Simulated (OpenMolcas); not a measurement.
**Os2+: moving or changing the point charges**

Os2+ among 8 point charges of -1.2 e arranged as a cube (Oh), 1.92 Å from the ion.

| Quantity | Value |
| --- | --- |
| Program | OpenMolcas 26.06 |
| Method | SS-CASPT2, IPEA 0.25 Eh, imaginary shift 0.1 Eh (closed shells correlated: 5s 5p) |
| Basis | ANO-RCC-VDZP [7s6p4d2f1g] |
| Scalar Hamiltonian | DKH2, point nucleus |
| Active space | 6 electrons in 5 orbitals (5d) |
| State averaging | 2S+1 = 5 even, 5 roots; 2S+1 = 3 even, 45 roots; 2S+1 = 1 even, 50 roots |
| Spin-orbit coupling | state interaction with AMFI integrals over the reference wave functions |

Runs around this geometry, states (labels of O, the rotations of Oh). Energies in cm-1 above the lowest state or level, χT in cm3 K/mol.

```
R (Å)  q (e)  Ground state  First state of that spin  First gap with spin-orbit (degeneracies)  χT at 300 K  First state of another spin
 1.92  -0.78            5E                  5T2 8580                                140 (1, 2)        3.361                     3T1 9720
 1.92   -1.2            5E                 5T2 13870                                170 (2, 1)        2.014                     3T1 5400
 2.08   -1.2            5E                  5T2 9920                                 87 (1, 2)        3.057                     3T1 8870
```

Taking the first state of the same spin as R^-n, n = -ln(9920 / 13870) / ln(2.08 / 1.92) = 4.2 between the shortest and longest distance.

Scaling the charges by -0.78 / -1.2 = 0.65 scales the first state of the same spin by 8580 / 13870 = 0.62; with fixed orbitals a first-order splitting would follow the charge.

Roots that are degenerate in the reference are averaged as groups; the widest CASPT2 spread within a group is 290 cm-1 (the 3-fold group of multiplicity 1 near 42700 cm-1 above the lowest state of its run, R = 1.92, q = -1.2). Shifts and gaps below about the spread of the groups concerned are not significant. An orbital doublet at a regular site is open to a Jahn-Teller distortion, which this geometry leaves out. Point charges give a weaker field than real ligands, and real ions of this kind are as a rule low spin; the high spin found here belongs to the model. Free-ion shares, where given, are those of the reference states; single-state CASPT2 does not remix them. Spin-orbit coupling mixes the spin-free states strongly: the lowest level takes only 65 % from its leading state, 5E (holds for R = 1.92, q = -1.2). This shell can be high or low spin here, a state of another spin lies low, and with metal d orbitals alone active their balance is uncertain, so the ground spin may be wrong (holds for R = 1.92, q = -1.2). Point charges carry no covalency, so the field is a model and not that of real ligands. No measured value stands beside these numbers.
